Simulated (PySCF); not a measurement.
FeBr₂, SMILES [Br][Fe][Br] (connectivity only; charge and spin as stated), neutral, multiplicity 5.

Coordinates come from a PBE0-D3(BJ)/def2-SVP optimisation. The spin state was assumed, not searched.

Method: PBE/def2-TZVPD run with PySCF.

Isolated molecule, no solvent.

Computed frontier levels, dipole moment and polarisability:
The α spin, highest occupied and lowest empty level is -6.97 and -1.96 eV, the β spin, highest occupied and lowest empty level is -5.72 and -5.27 eV and the dipole moment is 0.00 D. The mean static polarisability comes out as 82.9 bohr³ (12.28 Å³) and the polarisability, principal values is 57.3, 57.3, 134.0 bohr³. The ⟨S²⟩ is 6.010 (pure state 6.00).
